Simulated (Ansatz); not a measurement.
Reaction: H3BSO (SMILES SBO) → H2BSO (SMILES [B](S)O, doublet) + H (doublet) (the B-H bond breaks)
Each species at its own B3LYP-D3(BJ)/def2-TZVP minimum (Ansatz, a first-principles code), one conformer.

Total energies in hartree (Ansatz). UHF or UKS for unpaired electrons; spin-orbit terms are left out. Correlated methods leave the cores frozen. No relativity. Where a partner has so few electrons that a lower coupled-cluster level is exact, that level stands in.

```tsv
species	HF/cc-pV(T+d)Z	CCSD(T)/cc-pV(T+d)Z	HF/cc-pV(Q+d)Z	CCSD(T)/cc-pV(Q+d)Z	CCSD(T)/cc-pV(D+d)Z	CCSDT(Q)/cc-pV(D+d)Z
1: H3BSO (SMILES SBO)	-498.96147	-499.53402	-498.97278	-499.58385	-499.36687	-499.36878
2: H2BSO (SMILES S[B]O, doublet)	-498.32400	-498.86262	-498.33548	-498.91157	-498.70023	-498.70227
3: H (doublet)	-0.49981	-0.49981	-0.49995	-0.49995	-0.49928	-0.49928
```

Question: Work out the bond dissociation energy (electronic) in kcal/mol: take Hartree-Fock from cc-pV(Q+d)Z, extrapolate the CCSD(T) correlation energy as X^-3 (X = 3, 4), and add CCSDT(Q) - CCSD(T) in cc-pV(D+d)Z. 1 hartree = 627.51 kcal/mol.

Answer: 
Species 1: correlation (64·(-0.61107) - 27·(-0.57255))/37 = -0.63918; step -0.00191; E1 = -498.97278 + (-0.63918) + (-0.00191) = -499.61387
Species 2: correlation (64·(-0.57609) - 27·(-0.53862))/37 = -0.60343; step -0.00204; E2 = -498.33548 + (-0.60343) + (-0.00204) = -498.94095
Species 3: correlation (64·(0.00000) - 27·(0.00000))/37 = 0.00000; step +0.00000; E3 = -0.49995 + (0.00000) + (+0.00000) = -0.49995
-1·E1 +1·E2 +1·E3 = 0.17297 hartree = 108.5 kcal/mol.
